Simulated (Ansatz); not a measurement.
(H3Ge)2S (Ge₂H₆S). The state is a triplet with charge 0. Geometry B3LYP-D4/def2-SVP, that of the neutral singlet; atoms count from 1.

```xyz
9

Ge   -0.7136    1.4175    0.6522
H    -0.9674    1.8378   -0.8107
H    -1.7833    2.0147    1.5828
H     0.6969    1.8747    1.0792
S    -0.9094   -0.8125    0.8665
Ge    0.6630   -1.4628   -0.6038
H     0.2984   -0.9832   -2.0244
H     2.0380   -0.8865   -0.2057
H     0.6775   -2.9997   -0.5362
```

At PBE0-D4/def2-TZVP a singlet of charge 0 lies 4.99 eV below the triplet at the same geometry.

(1) Estimate the Mulliken populations from the PBE0/def2-TZVP orbitals of Ansatz.

(2) Where does the spin sit?

(3) And the Mayer bond orders between bonded heavy atoms (over 0.3)?

Answers

(1) 
```
atom  charge (e)  spin (α − β)
 Ge1       -0.17          0.45
  H2        0.05          0.02
  H3        0.04         -0.01
  H4        0.05          0.03
  S5        0.06          1.03
 Ge6       -0.17          0.45
  H7        0.05          0.03
  H8        0.05          0.02
  H9        0.04         -0.01
```
Mulliken values and Mayer orders depend strongly on the basis.

(2) Summed by element: Ge 0.89, H 0.08, S 1.03, of 2 unpaired in all. Largest on single atoms: S5 1.03, Ge6 0.45, Ge1 0.45.

(3) Ge1–S5 0.64 (2.25 Å); S5–Ge6 0.64 (2.25 Å). Values over 0.3 also appear between atoms too far apart for a bond (Ge1–Ge6 0.34 at 3.43 Å); they arise where an orbital or an unpaired electron spreads over both atoms.
